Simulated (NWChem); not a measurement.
# Excited singlets of CHF2 (+1) by symmetry

```xyz
4

F      1.0521     0.0000    -0.2206
C      0.0000     0.0000     0.4088
F     -1.0521     0.0000    -0.2206
H      0.0000     0.0000     1.5176
```
Charge +1, spin multiplicity 1.

Program: NWChem. The geometry was optimised at PBE0/def2-SVP, a minimum by its harmonic frequencies.

Basis set: aug-cc-pVDZ. Symmetry labels belong to the abelian group C2v used in the runs, with the axes of the coordinates shown. Entries are the lowest vertical excitation energy of each symmetry in eV (for CIS and TDDFT among the lowest few roots); a state of one symmetry need not have the same character in every method. Symmetries that some method's roots don't reach, or where a double excitation leads the EOM-CCSD root, are left out.

The correlated methods keep 3 core orbitals frozen. B3LYP has NWChem's definition, with VWN1-RPA local correlation. The spin multiplicity of the parent species was assumed, not shown to be that of its ground state. The structure started from a generated list of species. No row is a measurement; the coupled-cluster row has its own basis-set and correlation limits.

```json
[
 {"method": "CIS", "b2": "9.38", "a2": "10.98", "b1": "12.61", "a1": "15.06"},
 {"method": "TD-PBE", "b2": "7.31", "a2": "7.64", "b1": "10.02", "a1": "12.49"},
 {"method": "TD-B3LYP", "b2": "7.70", "a2": "8.19", "b1": "10.33", "a1": "12.80"},
 {"method": "TD-PBE0", "b2": "7.79", "a2": "8.35", "b1": "10.48", "a1": "13.00"},
 {"method": "EOM-CCSD", "b2": "8.21", "a2": "8.86", "b1": "10.40", "a1": "13.35"}
]
```
